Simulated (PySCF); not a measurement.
This PySCF input asks for the NMR shieldings of SMILES CN(C)C(=O)C[S@@+](C)[AlH3-], C₅H₁₄AlNOS; the geometry comes from GFN2-xTB.

```python
import basis_set_exchange as bse
import numpy as np
from pyscf import gto, dft
from pyscf.prop import nmr

atoms = """
C     1.495367    0.829259    0.958497
N     1.838094    0.218764   -0.304396
C     3.085673    0.642332   -0.902470
C     1.124371   -0.747647   -0.913295
O     1.473558   -1.273602   -1.952373
C    -0.173937   -1.182169   -0.241708
S    -1.566441   -0.171585   -0.877753
C    -2.936255   -1.248970   -0.386670
Al   -2.120791    1.283428    1.035951
H     1.707709    0.159869    1.797520
H     2.094925    1.729127    1.079482
H     0.440485    1.125290    0.993229
H     3.054184    1.710022   -1.125606
H     3.919085    0.438886   -0.227155
H     3.224357    0.084872   -1.826477
H    -0.152928   -1.118132    0.845761
H    -0.372168   -2.204156   -0.564372
H    -3.045280   -1.242846    0.700909
H    -3.834458   -0.847921   -0.847123
H    -2.747210   -2.252999   -0.755049
H    -1.266701    2.534691    0.644202
H    -3.663875    1.314244    0.775652
H    -1.582518    0.246227    2.103322
"""
names = dict.fromkeys(["C", "N", "O", "S", "Al", "H"], "pcSseg-1")
basis = {el: gto.basis.parse(bse.get_basis(n, elements=[el], fmt="nwchem")) for el, n in names.items()}
mol = gto.M(atom=atoms, basis=basis, charge=0, verbose=0)
mf = dft.RKS(mol, xc="PBE0")
mf.grids.level = 2
mf.grids.alignment = dft.numint.BLKSIZE   # the property module wants whole blocks of grid points
mf.conv_tol = 1e-9
mf.kernel()

calc = nmr.RKS(mf)   # GIAO
C = mf.mo_coeff
Co = C[:, mf.mo_occ > 0]
resp = mf.gen_response(singlet=True, hermi=2)
def vind(x):   # induced exchange potential for any number of trial vectors
    d = np.einsum("pi,xij,qj->xpq", C, 2 * x.reshape(-1, C.shape[1], Co.shape[1]), Co, optimize=True)
    return np.einsum("xpq,pi,qj->xij", resp(d - d.transpose(0, 2, 1)), C, Co, optimize=True).ravel()
mo1, _ = nmr.rhf.solve_mo1(calc, with_cphf=vind)
sigma = calc.kernel(mo1)
for i, s in enumerate(sigma):   # ppm
    w = np.linalg.eigvalsh((s + s.T) / 2)
    print("%2d %-2s iso %8.1f  s11 %8.1f  s22 %8.1f  s33 %8.1f" % (i, mol.atom_pure_symbol(i), w.mean(), *w))
```

**Question.** What does it print?

**Answer.** 
```
 0 C  iso    145.6  s11    125.4  s22    134.6  s33    176.8
 1 N  iso    145.8  s11     35.1  s22    171.3  s33    231.1
 2 C  iso    150.5  s11    127.6  s22    139.2  s33    184.8
 3 C  iso     19.9  s11    -67.0  s22     39.7  s33     86.9
 4 O  iso    -94.8  s11   -391.8  s22   -195.9  s33    303.4
 5 C  iso    136.9  s11    120.9  s22    138.6  s33    151.1
 6 S  iso    578.5  s11    428.0  s22    537.2  s33    770.4
 7 C  iso    155.1  s11    131.8  s22    151.9  s33    181.6
 8 Al iso    400.0  s11    383.0  s22    396.3  s33    420.6
 9 H  iso     28.6  s11     25.7  s22     25.8  s33     34.3
10 H  iso     29.0  s11     24.2  s22     28.4  s33     34.3
11 H  iso     27.1  s11     20.8  s22     26.4  s33     34.2
12 H  iso     29.4  s11     24.3  s22     27.8  s33     36.1
13 H  iso     29.4  s11     24.5  s22     27.1  s33     36.4
14 H  iso     27.0  s11     21.6  s22     27.6  s33     31.9
15 H  iso     28.0  s11     25.8  s22     27.6  s33     30.6
16 H  iso     28.8  s11     24.4  s22     27.7  s33     34.3
17 H  iso     28.8  s11     23.8  s22     28.1  s33     34.4
18 H  iso     29.1  s11     24.7  s22     25.3  s33     37.4
19 H  iso     29.6  s11     23.9  s22     27.4  s33     37.4
20 H  iso     27.0  s11     23.5  s22     26.4  s33     31.2
21 H  iso     27.6  s11     23.6  s22     26.7  s33     32.3
22 H  iso     27.5  s11     25.0  s22     27.2  s33     30.3
```

These numbers come from an equivalent density-fitted implementation of the same equations, which agrees with the script to about 0.01 ppm for H and up to a few tenths of a ppm for heavy atoms, so last digits may differ.

Size and cost of the density-fitted run: 237 basis functions, 2.4 min wall time on 1 thread of an Intel Xeon, shared host; peak memory 1 GiB.
